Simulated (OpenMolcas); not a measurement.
An OpenMolcas run meant for Ba (ANO-RCC-VQZP, DKH4; inactive shells 1s 2s 2p 3s 3p 3d 4s 4p 4d 5s 5p; intended active space 2 electrons in 8 orbitals (6s 6p 7s 7p)). One step of its input:

```
&CASPT2
Multistate=1 1
Frozen=14 9
IPEA=0.25
Imaginary=0.1
MaxIter=60
WThr=0.0 0.3 0.05
PrWF=0.5
NoMix
Deleted=23 20
```

The run finished. Its levels beside those of a sound run (SS-CASPT2, IPEA 0.25 Eh, imaginary shift 0.1 Eh (closed shells correlated: 5s 5p)), in cm⁻¹ above each run's lowest level:

```json
{"Level": "6s² ¹S₀", "This run": "0.0", "Usual run": "0.0"}
{"Level": "6s 6p ³P°₀", "This run": "11854", "Usual run": "11960"}
{"Level": "6s 6p ³P°₁", "This run": "12139", "Usual run": "12245"}
{"Level": "6s 6p ³P°₂", "This run": "12725", "Usual run": "12832"}
{"Level": "6s 6p ¹P°₁", "This run": "20503", "Usual run": "20384"}
```

Which setting is unsound, and how much does it matter here?

Nearly half of the orbitals are deleted from the virtual space, which removes much of the correlation energy. Against the sound run the excited levels shown move by 110 cm-1 on average and by 120 cm-1 at most.

Term energies are means over components that CASPT2 splits; among the terms shown or strongly mixed into the levels shown the widest spread is 33 cm-1 (6s 6p ¹P°, this run). Over all roots computed the reference weight is 0.88 to 0.94 in the sound run, 0.91 to 0.96 in this run; the roots of lowest weight are the least certain, and an intruder state may touch them. The run also gave levels led by 6s 7s, which use shells meant for correlation; these and all levels above them are left out. Levels of configurations outside the active space are missing.

° marks odd parity.
